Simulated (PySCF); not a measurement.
Record of a relaxation.

Species: SnEtF3, C₂H₅F₃Sn.
Bonds: Sn1–C2, Sn1–F9, Sn1–F10, Sn1–F11, C2–C3. Hydrogens: H4, H5 on C2; H6, H7, H8 on C3.

Computed by this run: PBE0-D3(BJ)/def2-SVP geometry optimisation, gas phase, def2 core potentials past Kr (PySCF); density fitting, grid level 1; the optimiser is geomeTRIC in internal coordinates, started from a GFN2-xTB structure with every atom displaced at random (about 0.03 Å). 8 of its 9 geometries are shown. The frame can shift and turn from step to step; on so coarse a grid that alone can change the energy by a few meV, and forces under 0.02 eV/Å are noise.

Step 0: E = -16120.9607 eV, largest atomic force 3.495 eV/Å
```
atom  x, y, z in Å  |  force x, y, z in eV/Å
Sn1    -0.284   -0.552   -1.474   -1.855   1.548  -0.857
C2     -0.305   -0.415    0.808    0.970  -1.209  -2.142
C3      0.485    0.745    1.234    3.406   0.116   0.778
H4      0.219   -1.372    1.043   -0.816   0.354   0.219
H5     -1.352   -0.343    1.025   -0.910  -0.388   0.371
H6      0.546    0.768    2.346   -0.195   0.021  -0.253
H7      1.603    0.661    0.915   -1.704   0.042   0.370
H8      0.180    1.719    0.913   -0.693   0.815  -0.416
F9      1.532   -0.415   -2.180   -0.676  -0.217   0.152
F10    -1.239    1.170   -2.226    1.361  -2.419   0.973
F11    -1.286   -2.052   -2.373    1.112   1.337   0.804
```

Step 1: E = -16121.6333 eV, largest atomic force 1.447 eV/Å
```
atom  x, y, z in Å  |  force x, y, z in eV/Å
Sn1    -0.295   -0.514   -1.421    0.486  -0.055   1.361
C2     -0.301   -0.432    0.749    0.161  -0.172  -1.298
C3      0.509    0.752    1.197    0.649   0.298   0.595
H4      0.170   -1.391    0.999   -0.293  -0.079   0.433
H5     -1.370   -0.381    0.985    0.016  -0.197   0.316
H6      0.548    0.782    2.302   -0.145   0.076  -0.078
H7      1.566    0.686    0.884   -0.159  -0.070  -0.117
H8      0.136    1.725    0.850   -0.191  -0.047  -0.042
F9      1.481   -0.423   -2.133    0.266  -0.119  -0.195
F10    -1.127    1.033   -2.098   -0.522   1.037  -0.565
F11    -1.221   -1.923   -2.284   -0.268  -0.672  -0.410
```

Step 2: E = -16121.7322 eV, largest atomic force 0.655 eV/Å
```
atom  x, y, z in Å  |  force x, y, z in eV/Å
Sn1    -0.288   -0.500   -1.403   -0.314   0.503  -0.277
C2     -0.288   -0.440    0.728    0.012   0.059  -0.370
C3      0.517    0.755    1.202   -0.128   0.204   0.282
H4      0.154   -1.397    1.026   -0.100  -0.119   0.210
H5     -1.354   -0.400    0.999    0.086  -0.075   0.159
H6      0.531    0.794    2.304   -0.077   0.009  -0.029
H7      1.561    0.702    0.882    0.199  -0.033  -0.142
H8      0.104    1.712    0.841   -0.004  -0.097   0.029
F9      1.495   -0.459   -2.129   -0.037  -0.074  -0.035
F10    -1.126    1.095   -2.140    0.236  -0.420   0.134
F11    -1.208   -1.948   -2.280    0.128   0.043   0.040
```

Step 3: E = -16121.7540 eV, largest atomic force 0.198 eV/Å
```
atom  x, y, z in Å  |  force x, y, z in eV/Å
Sn1    -0.287   -0.489   -1.419   -0.045  -0.061  -0.013
C2     -0.284   -0.433    0.720    0.045   0.035  -0.060
C3      0.513    0.765    1.218   -0.103   0.011  -0.043
H4      0.140   -1.392    1.054   -0.019  -0.033  -0.014
H5     -1.341   -0.400    1.022    0.002  -0.008  -0.003
H6      0.508    0.798    2.319   -0.005  -0.022   0.002
H7      1.562    0.719    0.890    0.018   0.024  -0.001
H8      0.082    1.712    0.857    0.046  -0.010   0.021
F9      1.495   -0.487   -2.155   -0.079  -0.024   0.022
F10    -1.101    1.079   -2.186    0.018  -0.036  -0.008
F11    -1.188   -1.958   -2.288    0.121   0.124   0.097
```

Step 5: E = -16121.7573 eV, largest atomic force 0.043 eV/Å
```
atom  x, y, z in Å  |  force x, y, z in eV/Å
Sn1    -0.278   -0.486   -1.421    0.013   0.015   0.014
C2     -0.287   -0.424    0.709    0.005   0.023   0.036
C3      0.501    0.773    1.225   -0.004  -0.038   0.002
H4      0.132   -1.385    1.043    0.003   0.004  -0.016
H5     -1.345   -0.397    1.008   -0.007   0.003  -0.013
H6      0.486    0.787    2.326    0.007   0.002   0.004
H7      1.554    0.736    0.906   -0.006   0.003   0.008
H8      0.077    1.726    0.876   -0.011   0.006  -0.005
F9      1.502   -0.498   -2.149    0.021   0.001  -0.008
F10    -1.095    1.059   -2.225   -0.014   0.006  -0.018
F11    -1.147   -1.977   -2.266   -0.006  -0.024  -0.003
```

Step 6: E = -16121.7578 eV, largest atomic force 0.033 eV/Å
```
atom  x, y, z in Å  |  force x, y, z in eV/Å
Sn1    -0.268   -0.484   -1.427    0.032  -0.003   0.009
C2     -0.291   -0.415    0.705   -0.011  -0.004  -0.020
C3      0.492    0.776    1.235    0.029  -0.001   0.013
H4      0.127   -1.379    1.034   -0.003  -0.006   0.001
H5     -1.353   -0.393    0.994    0.002   0.001  -0.007
H6      0.472    0.781    2.336   -0.009   0.004  -0.004
H7      1.547    0.744    0.925   -0.003  -0.004  -0.004
H8      0.071    1.733    0.891   -0.016   0.002   0.001
F9      1.516   -0.493   -2.148   -0.011   0.009   0.008
F10    -1.097    1.041   -2.257   -0.008  -0.003  -0.004
F11    -1.117   -1.997   -2.257   -0.003   0.006   0.007
```

Step 7: E = -16121.7579 eV, largest atomic force 0.031 eV/Å
```
atom  x, y, z in Å  |  force x, y, z in eV/Å
Sn1    -0.262   -0.482   -1.428    0.009  -0.027  -0.013
C2     -0.293   -0.414    0.703   -0.008  -0.016  -0.009
C3      0.487    0.776    1.238    0.017   0.009   0.009
H4      0.124   -1.378    1.030   -0.005  -0.003   0.006
H5     -1.356   -0.393    0.986    0.002   0.002  -0.001
H6      0.463    0.778    2.339   -0.007   0.002  -0.001
H7      1.543    0.746    0.932    0.000  -0.002  -0.005
H8      0.066    1.733    0.896   -0.008  -0.001   0.003
F9      1.524   -0.485   -2.145    0.002   0.008   0.002
F10    -1.097    1.035   -2.265   -0.007   0.005  -0.004
F11    -1.103   -2.002   -2.255    0.005   0.022   0.013
```

Step 8: E = -16121.7579 eV, largest atomic force under 0.02 eV/Å
```
atom  x, y, z in Å  |  force x, y, z in eV/Å
Sn1    -0.254   -0.480   -1.431   -0.001   0.004  -0.001
C2     -0.295   -0.414    0.700    0.003  -0.015  -0.011
C3      0.482    0.775    1.243   -0.004   0.008  -0.002
H4      0.120   -1.380    1.028   -0.005   0.002   0.006
H5     -1.359   -0.394    0.977   -0.001   0.003   0.000
H6      0.452    0.775    2.344   -0.002  -0.002   0.002
H7      1.539    0.746    0.940    0.002   0.002  -0.001
H8      0.060    1.732    0.901    0.002  -0.003   0.003
F9      1.535   -0.474   -2.142    0.003   0.004   0.000
F10    -1.095    1.031   -2.274    0.006  -0.004   0.005
F11    -1.088   -2.003   -2.256   -0.003   0.001  -0.001
```

Q: Summarise the path.

A: The energy falls by 76.91 kJ/mol from step 0 to step 8; nine tenths of that is first reached at step 2. It falls at every step. The largest force goes from 3.495 to under 0.02 eV/Å. Among the bonds Sn1–F10 changes most, from 2.108 to 1.924 Å; the atoms move by 0.098 Å rms after alignment.

What follows is the cost of the whole optimisation. Time: 78 s; peak memory 0.48 GiB. Hardware: one thread of an Arm Neoverse V1, shared host with 32 logical CPUs at a one-minute load of 20.
